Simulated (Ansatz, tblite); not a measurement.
Removing and adding an electron: Ti(NH2)Cl3 (TiNCl3H2). The state is a singlet with charge 0. Geometry: r2SCAN-D4/def2-SVP. Ansatz, gas phase; energy differences of separate SCF runs; the oxidised species was run as a doublet alone; the reduced species was run as a doublet alone.

```
atom   x (Å)   y (Å)   z (Å)
 Ti1  -0.161   0.360  -0.542
  N2   0.305  -0.581   0.963
  H3   1.217  -1.015   1.113
  H4  -0.335  -0.790   1.730
 Cl5   1.697   1.132  -1.393
 Cl6  -1.582   1.899   0.085
 Cl7  -1.141  -1.005  -1.957
```

The xTB rows come from tblite.

```csv
level,−HOMO (eV),vertical IE (eV),−LUMO (eV),vertical EA (eV),HOMO–LUMO gap (eV),IE − EA (eV),remarks
GFN1-xTB,12.44,15.22,10.43,7.68,2.01,7.54,–
PBE-D4/def2-TZVP,7.12,9.94,4.11,–,3.01,–,–
r2SCAN-D4/def2-TZVPD,7.48,–,4.11,1.46,3.37,–,HOMO above zero (-1 doublet)
PBE0-D4/def2-TZVPD,8.54,–,3.24,1.85,5.30,–,–
```

Estimate the rows for GFN2-xTB, PBE-D4/def2-TZVPD, r2SCAN-D4/def2-TZVP, PBE0-D4/def2-TZVP.


```csv
level,−HOMO (eV),vertical IE (eV),−LUMO (eV),vertical EA (eV),HOMO–LUMO gap (eV),IE − EA (eV),remarks
GFN2-xTB,11.63,14.26,9.15,6.33,2.48,7.93,–
PBE-D4/def2-TZVPD,7.18,–,4.17,1.28,3.01,–,HOMO above zero (-1 doublet)
r2SCAN-D4/def2-TZVP,7.46,10.09,4.09,–,3.37,–,–
PBE0-D4/def2-TZVP,8.51,10.29,3.20,–,5.31,–,–
```

Relaxing the oxidised species (r2SCAN-D4/def2-SVP) changes its energy by -0.30 eV at PBE-D4/def2-TZVP, so the adiabatic ionisation energy to this nearest minimum is 9.64 eV. At PBE0-D4/def2-TZVP it is 9.75 eV.     A HOMO above zero means that the electron is unbound at that level or that self-interaction error raises the level; the energy of removing that electron tells which. Raw xTB energy differences between charge states are shifted by several eV; the methods need an empirical correction for them.
